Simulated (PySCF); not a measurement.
Computed shifts of a molecule C3H3ClF2, PBE/pcSseg-1 in PySCF, GIAO, gas phase, atoms alike by connectivity averaged where their shifts nearly agree, in ppm (number of nuclei): ¹³C: 153.8 (1), 152.1 (1), 17.8 (1). ¹⁹F: -144.8 (1), -162.0 (1). ¹H: 2.41 (3). References: ¹³C against TMS (σ = 182.0 ppm); ¹⁹F against CFCl3 (σ = 133.6 ppm); ³⁵Cl against HCl (σ = 936.5 ppm); ¹H against TMS (σ = 31.49 ppm), references at their B3LYP-D3(BJ)/def2-TZVP geometries, non-relativistic (without spin–orbit terms, shifts of atoms bonded to Cl or Br come out too high). Geometry optimised at B3LYP-D3(BJ)/def2-SVP. One conformer was computed; it need not be the lowest.

### Question
Which structure fits?
A) C/C(F)=C(\F)Cl
B) C=C(Cl)C(F)F
C) F[C@@H]1C[C@@]1(F)Cl
D) F[C@@H]1[C@H](F)[C@H]1Cl

### Answer
A, C/C(F)=C(\F)Cl
